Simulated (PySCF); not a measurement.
Compound: C₂H₅F₃P₂Si.
Numbering: `[F:1][C:2]([F:3])([F:4])/[P:5]=[P:6]/[CH2:7][SiH3:8]` (hydrogens: H9, H10 on C7; H11, H12, H13 on Si8)

Structure used (PBE0-D3(BJ)/def2-SVP), in Å, numbered top down from 1:
```
atom  x, y, z in Å
F1     3.8480   -1.1307    0.6961
C2     3.0136   -0.2230    0.1803
F3     3.4662    0.0942   -1.0361
F4     3.1010    0.8718    0.9363
P5     1.2762   -0.9919    0.0262
P6     0.2155    0.4776    0.9372
C7    -1.4969   -0.1931    0.7293
Si8   -2.2920    0.4272   -0.8814
H9    -2.1005    0.1780    1.5745
H10   -1.5380   -1.2947    0.7359
H11   -2.1234    1.9072   -0.9897
H12   -3.7483    0.0924   -0.8819
H13   -1.6160   -0.2323   -2.0367
```

Level: PBE0/pcSseg-1 and CAM-B3LYP/def2-SVPD in PySCF, non-relativistic, on one gas-phase PBE0-D3(BJ)/def2-SVP geometry that isn't relaxed in the solvent. The solvent is an IEF-PCM continuum (van der Waals radii × 1.2). Specific hydrogen bonds and non-electrostatic terms are outside this model.

Gas phase at PBE0/pcSseg-1: HOMO -7.72 eV, LUMO -3.17 eV, dipole 3.18 D.

What does the continuum do to the energy, the frontier levels and the dipole at PBE0/pcSseg-1 in chloroform and dimethylsulfoxide?

```
          solvent      ε  E(solvent) − E(gas) (kcal/mol)  polarisation term (kcal/mol)  distortion of the solute (kcal/mol)  HOMO (eV)  LUMO (eV)  dipole (D)
       chloroform  4.711                           -2.30                         -2.60                                 0.30      -7.57      -2.99        3.88
dimethylsulfoxide  46.83                           -3.23                         -3.82                                 0.59      -7.53      -2.95        4.16
```

The polarisation term is half the interaction of the solute with the surface charges that it induces; the rest is the cost of distorting the solute's density. The sum is the electrostatic part of solvation alone. From chloroform to dimethylsulfoxide the lowering changes by a factor 1.40, Onsager's factor (ε − 1)/(2ε + 1) by 1.36 and ε itself by 9.9.

Which radius a makes the point-dipole formula ΔE = −[(ε − 1)/(2ε + 1)]·μ²/a³ give the value in dimethylsulfoxide, with the gas-phase dipole?

μ = 1.250 au and |ΔE| = 0.00516 Eh give a = 2.79 Å; the farthest nucleus lies 4.07 Å from the centroid of the nuclei, so such a sphere wouldn't even hold the nuclei. The formula assumes a rigid point dipole at the centre of a sphere.

Give the dipole vector in the frame of the coordinates (D, pointing from negative to positive charge), gas and dimethylsulfoxide.

Gas (-3.13, -0.32, 0.43), solvent (-4.08, -0.39, 0.73). Its length changes by +31 % and its direction by 2°.

Which Hirshfeld charges (PBE0/pcSseg-1) respond most in chloroform (means over atoms taken as equivalent)?

| atoms | environment | gas (e) | solvent (e) | change |
| --- | --- | --- | --- | --- |
| P5 | phosphorus bonded to C and P | +0.014 | +0.005 | -0.009 |
| H9/H10 | methylene hydrogen | +0.048 | +0.055 | +0.007 |
| C7 | sp3 carbon bound to silicon | -0.202 | -0.196 | +0.006 |
| F1/F3/F4 | fluorine of a CF3 group | -0.096 | -0.101 | -0.005 |
| Si8 | SiH3 silicon | +0.309 | +0.314 | +0.005 |
| P6 | phosphorus bonded to C and P | +0.091 | +0.094 | +0.003 |
| C2 | CF3 carbon | +0.199 | +0.197 | -0.002 |
| H11/H12/H13 | Si–H hydrogen | -0.073 | -0.074 | -0.001 |

Gas phase at CAM-B3LYP/def2-SVPD: HOMO -8.88 eV, LUMO -2.01 eV, dipole 3.44 D.

What does the continuum do to the energy, the frontier levels and the dipole at CAM-B3LYP/def2-SVPD in chloroform?

```json
{"solvent": "chloroform", "ε": "4.711", "E(solvent) − E(gas) (kcal/mol)": "-2.30", "polarisation term (kcal/mol)": "-2.65", "distortion of the solute (kcal/mol)": "0.35", "HOMO (eV)": "-8.68", "LUMO (eV)": "-1.82", "dipole (D)": "4.23"}
```

How does the static polarisability (CAM-B3LYP/def2-SVPD, frozen core, with the continuum's full static response) change?

| medium | isotropic (au) | principal values (au) | ⟨r²⟩ of the electrons (bohr²) |
| --- | --- | --- | --- |
| gas | 108.5 | 85.0, 95.0, 145.4 | 2111.8 |
| chloroform | 139.0 | 108.5, 124.7, 183.6 | 2111.9 |

The isotropic value in chloroform is 1.28 times the gas-phase one; no cavity-field correction is applied. ⟨r²⟩ is taken about the centre of nuclear charge.

The run took 24 s on one thread, Intel Xeon Platinum 8488C (x86_64) (shared host), and the process peaked at 1.0 GiB of memory. This is the whole shielding run at PBE0/pcSseg-1 in dimethylsulfoxide, SCF included.
